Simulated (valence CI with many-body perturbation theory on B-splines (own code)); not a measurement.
# Level structure of Hf⁵⁷⁺

Calculated by relativistic CI+MBPT: five valence electrons over a frozen Dirac-Fock core [Ne], radial functions for each j: 9 s, 9 p, 8 d, 6 f, 3 g, 1 h, with the one-electron correlation potential Σ1 (screened to all orders), the two-electron term Σ2, the three-electron term Σ3, Breit, model QED; selected single and double excitations, second order for the rest, scaled by the run's own slope (own B-spline code, finite nucleus).

No measured spectrum was set against this ion. As an estimate, large intervals hold to a few tenths of a per cent, small ones and those within an open d or f shell to about a per cent. Among the levels kept, up to 1100 cm⁻¹ of a level comes from second order outside the variational space, and about a tenth of that is noise between levels of different J, which matters for small intervals.

Levels 1 to 32 of 32, with energies above the lowest level, (3s^2 3p1/2^2 3p3/2) J=3/2. "Leading %" is the weight of the configuration and term that name the level; weights of strongly mixed levels are sums over their largest components and can fall short, so below about 35 % the name and the second component can differ from the true leading terms, or belong to a minority configuration. In the jj column 3d3/2^4 stands for four electrons in 3d with j = 3/2. Lifetimes count E1, E2, E3, M1 and M2 decay at the calculated energies, and are blank where another channel may lead or the interval is too uncertain; long ones can be off by a factor of two.

```
No.  Configuration  Term    J  E (eV)  Leading %  Second component  Lifetime                     Leading jj
  1         3s²3p³   ²P°  3/2    0.00         48   27 % 3s²3p³ ²D°                3s^2 3p1/2^2 3p3/2 (99 %)
  2       3s²3p²3d    ²D  3/2  221.66         41  34 % 3s²3p²3d ⁴F   87.5 ps      3s^2 3p1/2^2 3d3/2 (99 %)
  3         3s²3p³   ⁴S°  3/2  298.14         55   44 % 3s²3p³ ²D°   3.87 ns      3s^2 3p1/2 3p3/2^2 (99 %)
  4       3s²3p²3d    ²D  5/2  305.57         33  20 % 3s²3p²3d ⁴D   4.96 ps      3s^2 3p1/2^2 3d5/2 (98 %)
  5         3s²3p³   ²D°  5/2  309.60         99                     13.8 ns      3s^2 3p1/2 3p3/2^2 (99 %)
  6         3s²3p³   ²P°  1/2  324.41         99                     6.45 ns      3s^2 3p1/2 3p3/2^2 (99 %)
  7          3s3p⁴    ⁴P  5/2  465.11         66     26 % 3s3p⁴ ²D   3.47 ps      3s 3p1/2^2 3p3/2^2 (92 %)
  8          3s3p⁴    ²P  3/2  494.10         33     25 % 3s3p⁴ ²D   1.31 ps      3s 3p1/2^2 3p3/2^2 (68 %)
  9          3s3p⁴    ²S  1/2  495.65         54     24 % 3s3p⁴ ⁴P   1.78 ps      3s 3p1/2^2 3p3/2^2 (85 %)
 10       3s²3p²3d    ⁴F  5/2  517.44         47  45 % 3s²3p²3d ²F    129 ps  3s^2 3p1/2 3p3/2 3d3/2 (98 %)
 11       3s²3p²3d    ⁴D  1/2  520.54         80  13 % 3s²3p²3d ²P   95.6 ps  3s^2 3p1/2 3p3/2 3d3/2 (99 %)
 12       3s²3p²3d    ⁴F  3/2  520.68         33  29 % 3s²3p²3d ⁴D   4.47 ps  3s^2 3p1/2 3p3/2 3d3/2 (92 %)
 13       3s²3p²3d    ²G  7/2  529.34         52  26 % 3s²3p²3d ²F   1.04 ns  3s^2 3p1/2 3p3/2 3d3/2 (98 %)
 14       3s²3p²3d    ²D  5/2  557.93         36  24 % 3s²3p²3d ²F    387 fs  3s^2 3p1/2 3p3/2 3d3/2 (93 %)
 15       3s²3p²3d    ²P  1/2  567.50         38  31 % 3s²3p²3d ⁴P    294 fs  3s^2 3p1/2 3p3/2 3d3/2 (88 %)
 16       3s²3p²3d    ²D  3/2  567.95         26  22 % 3s²3p²3d ⁴P    208 fs  3s^2 3p1/2 3p3/2 3d3/2 (77 %)
 17       3s²3p²3d    ⁴D  7/2  589.21         47  37 % 3s²3p²3d ⁴F    954 ps  3s^2 3p1/2 3p3/2 3d5/2 (99 %)
 18       3s²3p²3d    ²P  3/2  600.91         45  23 % 3s²3p²3d ⁴P   5.79 ps  3s^2 3p1/2 3p3/2 3d5/2 (96 %)
 19       3s²3p²3d    ²G  9/2  601.74         62  37 % 3s²3p²3d ⁴F    236 ns  3s^2 3p1/2 3p3/2 3d5/2 (99 %)
 20       3s²3p²3d    ²F  5/2  604.41         36  25 % 3s²3p²3d ²D   6.72 ps  3s^2 3p1/2 3p3/2 3d5/2 (97 %)
 21         3s²3p³   ²P°  3/2  624.34         51   28 % 3s²3p³ ²D°   1.11 ns            3s^2 3p3/2^3 (98 %)
 22       3s²3p²3d    ²D  5/2  624.59         41  35 % 3s²3p²3d ⁴P   1.51 ps  3s^2 3p1/2 3p3/2 3d5/2 (94 %)
 23       3s²3p²3d    ²F  7/2  625.46         61  17 % 3s²3p²3d ⁴F   2.37 ps  3s^2 3p1/2 3p3/2 3d5/2 (96 %)
 24       3s²3p²3d    ²D  3/2  633.81         61  21 % 3s²3p²3d ²P   3.06 ps  3s^2 3p1/2 3p3/2 3d5/2 (97 %)
 25       3s²3p²3d    ²P  1/2  637.56         54  36 % 3s²3p²3d ²S   2.15 ps  3s^2 3p1/2 3p3/2 3d5/2 (96 %)
 26        3s3p³3d   ⁴D°  5/2  682.38         29  19 % 3s3p³3d ⁶D°   25.9 ps  3s 3p1/2^2 3p3/2 3d3/2 (95 %)
 27        3s3p³3d   ⁴D°  3/2  684.49         26  23 % 3s3p³3d ⁶D°   12.1 ps  3s 3p1/2^2 3p3/2 3d3/2 (95 %)
 28        3s3p³3d   ⁴P°  1/2  686.55         45  30 % 3s3p³3d ⁶D°   26.7 ps  3s 3p1/2^2 3p3/2 3d3/2 (96 %)
 29        3s3p³3d   ⁴F°  7/2  692.46         23  16 % 3s3p³3d ⁶D°   25.7 ps  3s 3p1/2^2 3p3/2 3d3/2 (93 %)
 30        3s3p³3d   ²D°  3/2  710.28         27  12 % 3s3p³3d ⁴F°   1.81 ps  3s 3p1/2^2 3p3/2 3d3/2 (82 %)
 31        3s3p³3d   ²F°  5/2  721.55         21  21 % 3s3p³3d ⁴G°   1.01 ps  3s 3p1/2^2 3p3/2 3d3/2 (79 %)
 32        3s3p³3d   ⁴D°  1/2  725.70         43  25 % 3s3p³3d ²P°    882 fs  3s 3p1/2^2 3p3/2 3d3/2 (87 %)
```

The ionisation energy to 3s²3p² ³P0 of the next ion comes out as 5716.4 eV (NIST: 5713 ± 6 eV (theoretical)). All 32 levels together are meant to be complete up to 750.40 eV.
